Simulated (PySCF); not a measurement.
**Excitation energy of Se by level of theory**

Se [Ar] 3d10 4s2 4p4 (3P) → Se [Ar] 3d10 4s1 4p4 4d1 (high-spin determinant), as a difference of total energies. All numbers are calculated (PySCF 2.14, a scalar-relativistic core potential, in aug-cc-pVQZ-PP with one added diffuse shell each of s, p, d, f, g type with ECP10MDF (8s7p6d4f3g, 114 functions)). Correlated levels: valence: 3s2 3p6 3d10 frozen. The calculations carry no spin-orbit coupling.

```
           method  excitation energy (cm⁻¹)
              UHF                    141860
              LDA                    151710
              PBE                    147860
             PBE0                    148540
           r2SCAN                    147920
            HSE06                    148890
            TPSSh                    147940
          wB97X-V                    153510
    MP2 (valence)                    146410
SCS-MP2 (valence)                    147750
```

The upper state lies above the first ionisation limit, where it may autoionise and the basis confines it.

The promoted electron is Rydberg-like, and one or two diffuse shells describe it only roughly, which tends to raise the upper state.

The determinant of the upper state mixes LS terms, which raises its energy above the lowest term, most at the Hartree-Fock and MP2 levels.
